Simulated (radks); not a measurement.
The table gives one normalised radial function P(r) = r R(r) of Te50+ in [He] (r in bohr). All-electron calculation, non-relativistic Kohn-Sham, PBE, spin-polarised, spherical densities, point nucleus; relativity is left out, which matters for an element this heavy. Program: a radial shooting solver on a logarithmic mesh with Libxc functionals.

r             P
0.002064  1.3819
0.002403  1.5807
0.002797  1.8028
0.003256  2.0492
0.003791  2.3203
0.004413  2.6152
0.005097  2.9148
0.005934  3.2489
0.006908  3.5956
0.008042  3.9464
0.009362  4.2899
0.0109    4.6113
0.01269   4.8925
0.01477   5.1127
0.0172    5.2494
0.02002   5.2803
0.0233    5.1861
0.02713   4.9542
0.03158   4.5824
0.03677   4.0824
0.0428    3.4817
0.04983   2.8225
0.05801   2.1569
0.06753   1.5388
0.07862   1.0134
0.09153   0.6080
0.1066    0.3273

Which n and l does it have? It may be an empty orbital.

Answer. n = 1, l = 0: the number of nodes gives n - l - 1 = 0, the rise at small r (about r^(l+1)) gives l, and the extent must fit the shell. The curve is that of 1s. 1s: eigenvalue -35581 eV, 0 radial nodes, <r> = 0.0291 bohr, 90 % of the charge inside 0.0516 bohr.
